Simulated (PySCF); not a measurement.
ethenyl(ethynyl)silane (C4H6Si), SMILES C#C[SiH2]C=C. Geometry optimised at PBE0-D3(BJ)/def2-SVP. One conformer was computed; it need not be the lowest.

Computed equilibrium geometry at PBE0-D3(BJ)/def2-SVP (PySCF confirms it by a frequency run) as a Z-matrix (one conformer of several):
```
Si
H 1 1.4929
H 1 1.4942 2 109.37
C 1 1.8385 2 109.33 3 117.50
C 4 1.2170 3 148.40 1 178.61
H 5 1.0757 3 158.08 1 179.19
C 1 1.8667 2 109.04 3 -121.61
C 7 1.3376 1 123.03 2 1.55
H 8 1.0958 7 122.06 1 179.60
H 8 1.0961 9 116.07 7 -179.89
H 7 1.0979 8 118.48 9 -0.22
```
Charge 0, spin multiplicity 1.
